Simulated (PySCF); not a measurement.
A structure optimised at PBE0-D3(BJ)/def2-SVP, used in a PySCF frequency run:

```xyz
5

F      0.0000    -1.2872     1.6148
Si     0.0000     0.0000     0.6633
F      0.0000     1.2872     1.6148
Br    -1.8089     0.0000    -0.5479
Br     1.8089     0.0000    -0.5479
```

Task: Write its SMILES, formula and point group.

Result: F[Si](F)(Br)Br, Br2F2Si, C2v

Task: What are its rotational constants (standard atomic weights)?

Result: 2.2753, 0.86263, 0.74097 GHz
